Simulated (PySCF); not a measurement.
## Relaxation of triplet AuSBr

All numbers come from PySCF, UB3LYP, basis Au def2-SVP with ECP60, S def2-SVP, Br def2-SVP (scalar-relativistic core potentials, no spin–orbit coupling, density fitting). A (50,194) grid was used.

A hand-made linear start, of C∞v symmetry, held to at least that symmetry:

```xyz
3
charge 0 multiplicity 3, angstrom
Au    0.0000    0.0000   -0.3868
S     0.0000    0.0000   -2.5368
Br    0.0000    0.0000    1.9932
```

At each step, columns x, y, z (Å) and Fx, Fy, Fz (eV/Å):

```
step 0  E − E(last) = 3.79 kJ/mol
Au   0.000   0.000  -0.387   0.000   0.000   0.927
S    0.000   0.000  -2.537   0.000   0.000  -1.191
Br   0.000   0.000   1.993   0.000   0.000   0.265
step 1  E − E(last) = 0.12 kJ/mol
Au   0.000   0.000  -0.373   0.000   0.000   0.162
S    0.000   0.000  -2.576   0.000   0.000  -0.192
Br   0.000   0.000   2.019   0.000   0.000   0.030
step 2  E − E(last) = 0.00 kJ/mol
Au   0.000   0.000  -0.370   0.000   0.000   0.033
S    0.000   0.000  -2.584   0.000   0.000  -0.032
Br   0.000   0.000   2.024   0.000   0.000  -0.001
step 3  E − E(last) = 0.00 kJ/mol
Au   0.000   0.000  -0.370   0.000   0.000   0.003
S    0.000   0.000  -2.585   0.000   0.000  -0.001
Br   0.000   0.000   2.024   0.000   0.000  -0.002
```

It ends at C∞v with Au–Br 2.397 Å, Au–S 2.214 Å; Br–Au–S 180.0° (after a last refinement on a finer grid). A frequency run shows a minimum. Other isomers or separated fragments may lie lower.

With open d or f shells other occupations or spin states may lie lower. No spin–orbit coupling is included, which matters more the heavier the element.
